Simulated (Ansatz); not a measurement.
`C[Si]1(C)C=CC=C1C1=CC=C[Si]1(C)C` with charge +1. Total charge 1; doublet. Geometry PBE-D4/def2-SVP, that of the neutral singlet.

```
atom   x (Å)   y (Å)   z (Å)
  C1   3.142  -1.067   1.030
 Si2   1.455  -0.712   1.811
  C3   0.681  -2.290   2.513
  C4   1.480   0.722   3.033
  C5   0.680   1.703   2.513
  C6   0.032   1.439   1.223
  C7   0.278   0.217   0.627
  C8  -0.272  -0.214  -0.630
  C9  -0.025  -1.435  -1.228
 C10  -0.678  -1.702  -2.514
 C11  -1.484  -0.724  -3.030
Si12  -1.455   0.712  -1.811
 C13  -3.138   1.065  -1.020
 C14  -0.689   2.290  -2.521
 H15   3.848  -1.487   1.775
 H16   3.582  -0.135   0.621
 H17   3.046  -1.794   0.197
 H18   1.330  -2.745   3.289
 H19   0.523  -3.041   1.712
 H20  -0.304  -2.066   2.971
 H21   2.001   0.846   3.994
 H22   0.504   2.671   3.017
 H23  -0.623   2.206   0.771
 H24   0.633  -2.200  -0.778
 H25  -0.501  -2.669  -3.019
 H26  -2.007  -0.850  -3.990
 H27  -3.577   0.132  -0.613
 H28  -3.848   1.490  -1.759
 H29  -3.036   1.788  -0.185
 H30   0.297   2.068  -2.978
 H31  -1.341   2.737  -3.299
 H32  -0.534   3.046  -1.724
```

(1) Estimate the α-spin orbital energies around the gap (eV) in Ansatz with PBE-D4/def2-SVP, PBE0-D4/def2-SVP.

## Answers

(1) 
| orbital | PBE-D4/def2-SVP | PBE0-D4/def2-SVP |
| --- | --- | --- |
| HOMO−5 | -11.11 | -12.50 |
| HOMO−4 | -10.99 | -12.23 |
| HOMO−3 | -10.87 | -12.14 |
| HOMO−2 | -10.82 | -12.01 |
| HOMO−1 | -10.45 | -11.80 |
| HOMO | -9.59 | -10.61 |
| LUMO | -7.43 | -6.81 |
| LUMO+1 | -5.87 | -4.94 |
| LUMO+2 | -4.01 | -2.90 |
| LUMO+3 | -3.38 | -2.28 |
| LUMO+4 | -3.00 | -2.17 |
| LUMO+5 | -2.58 | -1.75 |
| β HOMO | -10.41 | -11.45 |
| β LUMO | -9.02 | -8.34 |
